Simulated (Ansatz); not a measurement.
Results of the Gaussian-basis code of Ansatz.

Basis-set series for C2H4BN. The species carries charge 0 and has multiplicity 1. The bonds changed during the relaxation, so this is another structure than the one it started from. The geometry is a stationary point of PBE0-D4/def2-TZVP.

```csv
atom,x (Å),y (Å),z (Å)
B1,-0.681,0.275,0.673
C2,0.375,-0.822,0.669
N3,1.227,-1.210,-0.102
C4,0.393,0.033,-0.686
H5,-1.803,-0.076,0.467
H6,-0.428,1.245,1.319
H7,1.073,0.868,-0.788
H8,-0.156,-0.313,-1.550
```

```json
{"functional": "PBE0-D4", "basis": "def2-SVP", "functions": "76", "energy (Eh)": "-157.81784", "HOMO (eV)": "-9.04", "LUMO (eV)": "-0.53"}
{"functional": "PBE0-D4", "basis": "def2-TZVPP", "functions": "180", "energy (Eh)": "-157.99539", "HOMO (eV)": "-9.07", "LUMO (eV)": "-0.60"}
{"functional": "ωB97M-V", "basis": "def2-SVP", "functions": "76", "energy (Eh)": "-157.93562", "HOMO (eV)": "-11.23", "LUMO (eV)": "1.81"}
{"functional": "ωB97M-V", "basis": "def2-TZVPP", "functions": "180", "energy (Eh)": "-158.12193", "HOMO (eV)": "-11.29", "LUMO (eV)": "1.67"}
```

**Question.** Give the rows for def2-QZVPP. (Best estimate.)

**Answer.** The calculation gave: 
```tsv
functional	basis	functions	energy (Eh)	HOMO (eV)	LUMO (eV)
PBE0-D4	def2-QZVPP	348	-158.00437	-9.08	-0.65
ωB97M-V	def2-QZVPP	348	-158.13031	-11.30	1.53
```

Positive LUMOs are unbound and depend on the basis.
